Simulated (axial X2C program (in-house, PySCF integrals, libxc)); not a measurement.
## Spin–orbit effects along a row: molecules with S, CCSD(T)

All values come from calculations with an axial X2C code built on PySCF integrals, spin-free (one-electron X2C) or two-component (2c: spin–orbit coupling with atomic mean-field Coulomb and Gaunt terms, which also bring small scalar terms), in Dyall basis sets with cores contracted in-house; open shells are unrestricted.

Basis sets: B dyall-v3z, Be dyall-cv3z, C dyall-v3z, F dyall-av3z, Li dyall-cv3z, S dyall-av3z. Frozen shells (counts by l): LiS S 2s1p, Li 1s, 7 electrons correlated; BeS S 2s1p, Be 1s, 8 electrons correlated; BS S 2s1p, B 1s, 9 electrons correlated; CS S 2s1p, C 1s, 10 electrons correlated; SF S 2s1p, F 1s, 13 electrons correlated. Coupled cluster in natural virtuals with an MP2 remainder. Where the outer core of a metal is frozen, bonds come out longer and ionisation energies lower. Frozen cores can differ along the series, which adds to the trend.

```tsv
molecule	spin-free state	Re (Å)	ωe (cm⁻¹)	De (eV)	2c state	Re 2c (Å)	ωe 2c (cm⁻¹)	De 2c (eV)
LiS	M_S = 1/2, Λ = 1	2.176	564.6	3.06	Ω = 3/2	2.176	564.8	3.06
BeS	M_S = 0, Λ = 0	1.759	979.6	3.10	Ω = 0	1.759	979.4	3.08
BS	M_S = 1/2, Λ = 0	1.621	1176.5	5.53	Ω = 1/2	1.621	1176.2	5.51
CS	M_S = 0, Λ = 0	1.548	1271.9	7.12	Ω = 0	1.548	1271.2	7.09
SF	M_S = 1/2, Λ = 1	1.617	827.9	3.42	Ω = 3/2	1.617	827.6	3.41
```

Each entry is the lowest single determinant of a limited PBE0 search at one distance. De goes to single-determinant-based atoms at the same level (for ions the charge split of lowest energy) and is withheld (n/a) where an atom does not fit its ground term or J level. Main or longest-lived isotopes. One determinant is a doubtful description, or other states lie close, for BS; these need not be ground states, and all values refer to the states named. Some light 2c atoms are not at their ground J level, so De misses part of their lowering (0.04 eV or less).
